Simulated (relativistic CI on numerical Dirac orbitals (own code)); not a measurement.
# V³⁺: 3s photoemission

Computed with this model: Dirac-Coulomb-Breit CI, separate exchange-only KLI orbitals for each configuration, model QED (radiative potential, 1s self-energy scaled to tabulated hydrogen-like ionisation energies), valence Slater integrals scaled by 0.7, multiplet model of photoemission in the sudden approximation; configurations [Ar] 3d2 → [Ne] 3s 3p6 3d2; 80 K; Lorentzian 1.05 eV and Gaussian 0.6 eV FWHM. Energies are those of the free ion, without screening or charge transfer. The energies are binding energies and can lie tens of eV above those of solids. Without intra-shell correlation the exchange splitting of an s hole comes out too large, often by half or more. S is read from ⟨S²⟩ = S(S + 1).

free ion: ground-state S = 1.00, centroid 119.38 eV. Peaks (eV, height): 117.8 (100), 122.6 (50).

Strongest unbroadened transitions for free ion:

```csv
Energy (eV),Relative strength
117.81,0.4
117.82,100.0
117.84,68.1
120.74,0.2
122.50,0.3
122.54,82.4
122.57,0.2
```
